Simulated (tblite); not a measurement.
Compound: C4H14Si4.
Structure used (GFN2-xTB), in Å, numbered top down from 1:
```xyz
22
C4H14Si4 angstrom
C      2.728    1.127   -0.836
Si     2.319   -0.421    0.200
Si     0.968    0.068    2.080
Si    -0.842   -1.033    1.029
C     -2.188    0.170    0.465
C     -1.890    1.116   -0.662
C     -2.851   -0.008   -0.870
Si     0.574   -1.713   -0.741
H      3.440    1.772   -0.328
H      3.153    0.866   -1.801
H      1.833    1.716   -1.021
H      3.623   -1.078    0.414
H      0.799    1.477    2.463
H      1.409   -0.565    3.331
H     -1.592   -2.060    1.780
H     -2.827    0.574    1.242
H     -0.925    1.052   -1.146
H     -2.279    2.123   -0.614
H     -3.902    0.224   -0.964
H     -2.538   -0.836   -1.489
H      0.155   -1.391   -2.115
H      0.824   -3.158   -0.818
```

Calculated harmonic vibrations of the isolated species, GFN2-xTB (tblite), most abundant isotopes, no scaling. The method is semi-empirical: single wavenumbers can be off by several per cent or more. Modes of hydrogen on silicon can be 10 to 20 % off. One conformer, not necessarily the lowest.

Harmonic wavenumbers (cm⁻¹): 34.8, 48.0, 93.2, 99.9, 126.6, 130.5, 138.5, 228.8, 261.5, 277.0, 300.3, 348.2, 357.4, 370.2, 382.3, 393.8, 404.3, 449.6, 470.2, 546.3, 559.1, 597.5, 618.4, 623.4, 683.5, 733.0, 801.4, 809.4, 822.5, 829.6, 845.7, 850.6, 962.2, 1001.2, 1014.8, 1069.1, 1072.4, 1112.9, 1160.6, 1241.1, 1344.5, 1374.9, 1452.7, 1491.6, 1499.5, 1500.8, 2099.5, 2109.1, 2145.0, 2163.7, 2172.7, 2177.4, 3014.7, 3025.2, 3026.9, 3032.3, 3061.6, 3071.9, 3075.7, 3088.1.

A = 1346, B = 691.2, C = 645.9 MHz; mass 174.017 u (most abundant isotopes); point group C1, symmetry number 1.

Q: What is the zero-point energy?

A: Half the sum of the wavenumbers: 34399 cm⁻¹ = 98.35 kcal/mol.

Q: Entropy at 400 K, 1 bar (ideal gas, RRHO, classical rotation)?

A: Translation 42.86, rotation 31.54, vibration 60.53: S = 134.9 cal/(mol K).

Q: And Cp and H(400 K) − H(0)?

A: Cp = 65.15 cal/(mol K), of which vibrations give 57.20 (their classical limit is 60 R = 119.2); H(400 K) − H(0) = 15.57 kcal/mol without the zero-point energy, 12.39 from vibrations.

Q: What must be added to the electronic energy to get the Gibbs energy at 400 K and 1 bar?

A: ZPE + [H(400 K) − H(0)] − T·S = 98.35 + 15.57 − 53.97 = 59.95 kcal/mol.

Q: Blend soft modes into free rotors: weight 1/[1 + (100 cm⁻¹/ν̃)⁴] for the oscillator and the rest for a rotor with moment μB/(μ + B), μ = h/(8π²ν), B = 10⁻⁴⁴ kg m². What vibrational entropy results?

A: 55.67 cal/(mol K) in place of 60.53, which changes −T·S at 400 K by +1.94 kcal/mol.

Q: How do the functions run with temperature in this model?

A: 
```tsv
T (K)	S (cal/(mol K))	Cp (cal/(mol K))	H − H(0) (kcal/mol)	G − H(0) (kcal/mol)	ln q(vib)
100	76.8	24.3	1.57	-6.10	2.82
200	98.7	40.5	4.83	-14.91	6.84
300	117.8	54.1	9.58	-25.75	10.91
500	150.4	73.9	22.54	-52.68	18.69
800	189.5	92.0	47.66	-103.91	29.15
1000	210.9	99.8	66.88	-143.99	35.36
```

q(vib) and H(0) count from the zero-point level.

Hindered rotation and anharmonicity are outside this model. Other conformers, if any are populated, would add a mixing term that is left out. The structure is chiral; the term R ln 2 for an equal mix with its mirror image is left out.
